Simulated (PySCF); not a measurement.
C$_{2}$H$_{8}$Si, triplet, at the geometry of the source list (a higher spin typed on purpose: for a closed-shell molecule this is an excited state). Base run: PySCF with MP2/def2-SV(P).

The PySCF input:
```python
from pyscf import gto, scf, mp

mol = gto.M(
    atom='''
Si    0.051100   -0.579800   -0.497900
C     1.469500    0.594200   -0.033500
C    -1.513500   -0.094700    0.462400
H     0.425900   -1.960300   -0.161600
H    -0.209900   -0.488300   -1.941000
H     1.227400    1.626100   -0.273100
H     2.378900    0.339100   -0.569500
H     1.692600    0.548900    1.029000
H    -2.342500   -0.751400    0.215400
H    -1.822300    0.921700    0.233900
H    -1.357100   -0.155500    1.536000
''',
    basis='def2-sv(p)',
    charge=0,
    spin=2,
    verbose=4,
)

mf = scf.UHF(mol)
mf.kernel()

pt = mp.MP2(mf)
pt.kernel()
print('E(MP2) = %.10f' % pt.e_tot)
mf.analyze()
```

**Question.** The base was run again with changes. Order these runs by total energy, lowest first: method = ccsd(t) | frozen = 7 | frozen = 6 | cart = on | method = ccsd | frozen = 8.

**Answer.** method = ccsd(t) (ΔE vs base (mEh) -66.568), method = ccsd (ΔE vs base (mEh) -52.377), cart = on (ΔE vs base (mEh) -29.780), frozen = 6 (ΔE vs base (mEh) 12.157), frozen = 7 (ΔE vs base (mEh) 13.485), frozen = 8 (ΔE vs base (mEh) 60.259)

Open shells are given as the SCF converged; they aren't shown to be the lowest states, and a large step between rows can be another state.
